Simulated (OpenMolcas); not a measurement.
Tm3+ among 6 point charges of -1.5 e arranged as an octahedron (Oh), 2.67 Å from the ion.

```json
{
 "Program": "OpenMolcas 26.06",
 "Method": "SS-CASPT2, IPEA 0.25 Eh, imaginary shift 0.1 Eh (closed shells correlated: 5s 5p)",
 "Basis": "ANO-RCC-VTZP [8s7p5d3f2g1h]",
 "Scalar Hamiltonian": "DKH2, point nucleus",
 "Active space": "12 electrons in 7 orbitals (4f)",
 "State averaging": "2S+1 = 3 even, 21 roots; 2S+1 = 1 even, 27 roots kept (CI in the orbitals of an earlier block)",
 "Spin-orbit coupling": "RASSI with atomic mean-field integrals over the reference wave functions"
}
```

Task: What is the spin-free ground state (labels of O, the rotations of Oh)?

Result: 3T1, 3-fold in its orbital part, 100 % from free-ion H terms; it has the highest spin that f12 allows.

Task: Where is the first state of the same spin?

Result: 3E at 67.3 cm-1 above the ground state.

Task: What are the lowest two levels with spin-orbit coupling?

Result: A 1-fold level A1, then a 3-fold level T1 33 cm-1 above it. Their leading multiplicities are 3 (99 %) and 3 (99 %).

Task: What is χT at 300 K, and how does it compare with the textbook value?

Result: Hund's rules give f12 the level 3H6 with g = 1.167, so an isolated free-ion multiplet has χT = g² J(J+1) / 8 = 7.146 cm3 K/mol. The computed 7.121 at 300 K differs by 0 %, through the field's splitting, the mixing of terms and any other multiplet in reach.

Roots that are degenerate in the reference are averaged as groups; the widest CASPT2 spread within a group is 660 cm-1 (the 3-fold group of multiplicity 1 near 9240 cm-1 above the lowest state of its run). Shifts and gaps below about the spread of the groups concerned are not significant. This is an electrostatic model: the charges have no orbitals. The first state left out of the spin-orbit step lies near 84000 cm-1 above the lowest spin-free state of the reference (among the parities and spins computed), and the lists stop at four fifths of that energy or lower. No measured value stands beside these numbers.
